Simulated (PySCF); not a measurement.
# Property card for `[CH2][C@H](C)C#CCC` [radical]

C7H11 (doublet state).
Structure used (GFN2-xTB), in Å, numbered top down from 1:
```xyz
18
C7H11 angstrom
C     -1.8335    1.3738    0.5243
C     -1.8212    0.3721   -0.5658
C     -2.5059   -0.9410   -0.1767
C     -0.4025    0.1438   -0.8532
C      0.7786    0.0065   -1.0179
C      2.2040   -0.1825   -1.2143
C      2.9471   -0.1803    0.1222
H     -1.7017    1.0513    1.5396
H     -1.7050    2.4151    0.2995
H     -2.2899    0.7820   -1.4701
H     -3.5566   -0.7605    0.0411
H     -2.0333   -1.3643    0.7069
H     -2.4327   -1.6620   -0.9882
H      2.3707   -1.1323   -1.7320
H      2.5830    0.6225   -1.8515
H      4.0130   -0.3262   -0.0391
H      2.5791   -0.9785    0.7629
H      2.7982    0.7669    0.6358
```

GFN2-xTB geometry:

* Point group of the GFN2-xTB geometry: C1
* Rotational constants A, B, C of the GFN2-xTB geometry: 5.613, 1.147, 1.083 GHz

**UKS B3LYP, pcH-1 on C H, non-relativistic, mean-field spin-orbit, GIAO (PySCF)**

- Isotropic g value: 2.00253
- Principal g values: 2.00216, 2.00269, 2.00273
- Spin squared ⟨S²⟩: 0.754
- Largest Mulliken spin population: 1.06 on C1
- Largest isotropic hyperfine couplings (means over sets of like nuclei): 13C +99.5 (C1), 13C +97.2 (C4), 1H -59.2 (H8/H9), 1H +28.4 (H10), 13C -23.8 (C2) MHz

Monoisotopic mass (most abundant isotopes): 95.0861 u.

At 9.50 GHz, hν = g·μB·B₀ (B₀ the magnetic field) puts the centre of the isotropic spectrum, to first order, at 338.9 mT. The rotational constants make it an asymmetric top with κ = (2B − A − C)/(A − C) = -0.97, nearer the prolate limit (−1). ⟨S²⟩ is 0.004 above the pure-spin value S(S + 1) = 0.75. With B = h/(8π²I), that is 505.379 GHz u Å² over I, the principal moments of inertia are 90.0, 440.7 and 466.8 u Å² (most abundant isotopes). g_iso is shifted by about +210 ppm from the free-electron value 2.002319; the principal values span 0.0006.

Isolated species at its GFN2-xTB geometry (one conformer only). Hyperfine couplings depend on the geometry, which wasn't re-optimised at a DFT level. Couplings of like nuclei are plain means over topologically equivalent atoms, as if these changed places fast (by rotation of a methyl-like group, say); in this geometry the members of some sets differ.
